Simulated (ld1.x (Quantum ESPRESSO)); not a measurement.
## Which change was made? (La, PAW)

ld1.x (Quantum ESPRESSO) 7.5 input, shortened:

```
&input
   title='La', zed=57., rel=1, dft='PBE', iswitch=3,
   config='[Xe] 4f1 5d0 6s2 6p0'
 /
 &inputp
   pseudotype=3, lpaw=.true., tm=.true., lloc=-1, rcloc=1.40,
   nlcc=.true., new_core_ps=.true., rcore=1.80,
   which_augfun='BESSEL', rmatch_augfun=1.25
 /
8
5S  1  0   2.00   0.00  2.60  3.00  0.0
6S  2  0   2.00   0.00  2.60  3.00  0.0
5P  2  1   6.00   0.00  2.30  2.85  0.0
6P  3  1   0.00   0.00  2.30  2.85  0.0
5D  3  2   0.00   0.00  2.60  3.25  0.0
5D  3  2   0.00  -0.20  2.60  3.25  0.0
4F  4  3   1.00   0.00  1.25  1.70  0.0
4F  4  3   0.00  -0.05  1.25  1.70  0.0
 &test
   configts(1)='4f1 5s2 5p6 5d0 6s2 6p0'
 /
```

Cutoffs, loose and tight: the cutoffs (Ry, on a coarse ladder) from which the occupation-weighted sum of valence levels, in a spherical-Bessel basis at the reference potential, stays within 10 and 1 mRy of its value at 400 Ry. They do not see the model core or the augmentation charge, which bear on the density cutoff. Test errors are all-electron minus pseudo excitation energies from the reference, over the configurations 4f0 5s2 5p6 5d1 6s2 6p0; 4f0 5s2 5p6 5d1 6s1 6p0; 4f0 5s2 5p6 5d1 6s0 6p0; 4f0 5s1 5p6 5d1 6s2 6p0; 4f0 5s2 5p5 5d1 6s2 6p0; 4f0 5s2 5p6 5d2 6s1 6p0; 4f0 5s2 5p6 5d1 6s0 6p1; variants that change the core or the reference have their own tests.

The base gives: outcome: generated, overlap not positive; bound ghosts: not determined (overlap not positive); largest test error (meV): test run stopped at test 1 of 7 (negative rho).

Question: After one change the result is: outcome: failed: compute_chi: n is too large. Which change was it?
A. local potential all-electron potential smoothed inside 1.46 bohr (lloc = -1)
B. reference 4f0 5s2 5p6 5d1 6s1.75 6p0.25
C. local potential all-electron potential smoothed inside 2.40 bohr (lloc = -2)

Answer: A. The others give: reference 4f0 5s2 5p6 5d1 6s1.75 6p0.25 → outcome: failed: new_paw_hamiltonian: negative rho | local potential all-electron potential smoothed inside 2.40 bohr (lloc = -2) → outcome: generated; cutoff, loose: 40 Ry; cutoff, tight: 50 Ry; bound ghosts: none; largest test error (meV): test run stopped at test 1 of 7 (negative rho). A file whose overlap is not positive is unfit for use, and its test errors describe a broken file.
